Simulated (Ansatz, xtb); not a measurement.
CH3AlBrFSi: which of two conformers lies lower

Structure X is `[F][Al]([Br])[CH]=[SiH2]`, a singlet and structure Y is `[F][Al]([Br])[CH]=[SiH2]`, a singlet. Both are isolated molecules in the gas phase, relaxed with PBE0-D3(BJ)/def2-SVP.

X (Å):

```yaml
atoms:
  - { symbol: C, position_ang: [0.5456, -1.5680, 0.3563] }
  - { symbol: Al, position_ang: [-0.8609, -0.9115, -0.7211] }
  - { symbol: Br, position_ang: [-0.4922, -0.2459, -2.8409] }
  - { symbol: F, position_ang: [-2.4277, -0.7891, -0.1800] }
  - { symbol: Si, position_ang: [2.1613, -1.6858, -0.2033] }
  - { symbol: H, position_ang: [0.3424, -1.8913, 1.3854] }
  - { symbol: H, position_ang: [2.5625, -1.2792, -1.5735] }
  - { symbol: H, position_ang: [3.2926, -2.1971, 0.6182] }
```

Y (Å):

```tsv
atom	x (Å)	y (Å)	z (Å)
C	-0.6776	-0.2499	-0.8519
Al	-2.4070	-0.7481	-0.2740
Br	-3.7518	0.5773	0.9428
F	-3.0106	-2.2493	-0.6673
Si	0.3036	-1.3026	-1.7825
H	-0.2739	0.7372	-0.5949
H	1.6712	-0.9717	-2.2690
H	-0.1534	-2.6580	-2.1814
```

Energies in hartree; the thermal terms are from PBE0-D3(BJ)/def2-SVP harmonic frequencies (ideal gas, rigid rotor, one conformer each, 298.15 K, 1 atm) and include the zero-point energy:

```
                               X            Y
E, CCSD(T)/def2-SVP  −3242.590735  −3242.590743
    E, MP2/def2-SVP  −3242.540163  −3242.540023
  E, MP2/def2-TZVPP  −3243.391669  −3243.391259
  zero-point energy      0.035800      0.035762
       H(298 K) − E      0.044270      0.044288
       G(298 K) − E      0.001710      0.001468
```

Task: Correct the CCSD(T) difference for the basis set by the MP2 change, then work out ΔE, ΔE₀, ΔH and ΔG for X → Y in kJ/mol (1 Eh = 2625.50 kJ/mol) and the equilibrium ratio [Y]/[X].

Result: 1. Differences Y − X: CCSD(T) −0.000008, MP2 in the small set +0.000140, MP2 in the large set +0.000410 Eh.
2. ΔE = −0.000008 + (+0.000410 − (+0.000140)) = +0.000262 Eh = +0.69 kJ/mol.
3. ΔE₀ = ΔE + ΔZPE = +0.000262 + (−0.000038) Eh = +0.59 kJ/mol.
4. ΔH = ΔE + (+0.000018) Eh = +0.74 kJ/mol.
5. ΔG = ΔE + (−0.000242) Eh = +0.05 kJ/mol, so ΔS = (ΔH − ΔG)/T = +2.3 J/(mol K).
6. kT = 0.9442 mEh, so K = [Y]/[X] = exp(−ΔG/kT) = exp(−0.02) ≈ 0.98.

The two are too close for this level to say which is favoured. An error of 4 kJ/mol in ΔG would change K by a factor of 5. Mirror images and further conformers aren't counted.

Other levels gave ΔE = +1.3 (PBE0-D3(BJ)/def2-SVP); −1.5 (HF/def2-SVP); +0.4 (MP2/def2-SVP); 0.0 (CCSD(T)/def2-SVP) kJ/mol. The correlated steps freeze 21 core orbitals; the filled d shell of Br is correlated, in a basis made for valence electrons. Programs: Ansatz 0.2.0.
